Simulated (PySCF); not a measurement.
A structure optimised at B3LYP-D3(BJ)/def2-SVP, used in a PySCF frequency run:

```
Sn
F 1 1.9649
H 1 1.7083 2 105.74
N 1 2.0347 3 114.13 2 -117.31
H 4 1.0206 1 112.94 3 87.42
H 4 1.0207 5 107.68 1 -123.70
N 1 2.0352 3 112.45 2 120.31
H 7 1.0203 1 113.10 3 -39.07
H 7 1.0206 8 107.44 1 125.24
```

### Question
Write its SMILES and formula.

### Answer
[NH2][SnH]([NH2])[F], FH₅N₂Sn

### Question
What are its rotational constants (standard atomic weights)?

### Answer
4.3551, 4.1697, 2.7112 GHz
